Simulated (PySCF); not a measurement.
A calculated (PBE0, PySCF 2.14, aug-cc-pwCVTZ-DK, the spin-free X2C one-electron Hamiltonian (Gaussian nucleus)) atom or ion has these occupied shells.

```
shell  electrons  orbital energy (eV)  rms radius, mean of both spins (bohr)
   1s          2              -9569.1                                 0.0580
   2s          2              -1176.5                                  0.245
   2p          6              -1018.8                                  0.219
   3s          2              -136.47                                  0.732
   3p          6              -89.047                                  0.776
   3d         10              -12.904                                   1.05
   4s          2               -6.702                                   2.91
```

Q: Name the element and its charge.

A: Zn (zinc, neutral), in [Ar] 3d10 4s2, closed-shell 1S.
